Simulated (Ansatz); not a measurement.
Consider the redistribution: `C#C[SiH2]C=O` + `[SiH3]O[SiH](Cl)Cl` → `O=C[SiH2]O[SiH3]` + `C#C[SiH](Cl)Cl`.

Gas-phase electronic energies from Ansatz, PBE0-D4/def2-TZVP geometries. CBS: MP2 limit from def2 TZ/QZ plus the TZ coupled-cluster correction, frozen cores. Functionals use def2-TZVPP. Each species was taken in one conformer, which may not be the lowest.

```tsv
species	PBE0-D4 energy (Eh)
`C#C[SiH2]C=O`	-481.08999
`[SiH3]O[SiH](Cl)Cl`	-1576.67060
`O=C[SiH2]O[SiH3]`	-770.84973
`C#C[SiH](Cl)Cl`	-1286.90420
```

Q: Work out ΔE.

A: ΔE = (-770.84973) + (-1286.90420) − (-481.08999) − (-1576.67060) = 0.00666 Eh = +4.2 kcal/mol. CCSD(T)/CBS gives +3.8 kcal/mol.

Largest T1 diagnostic among the species: 0.015.
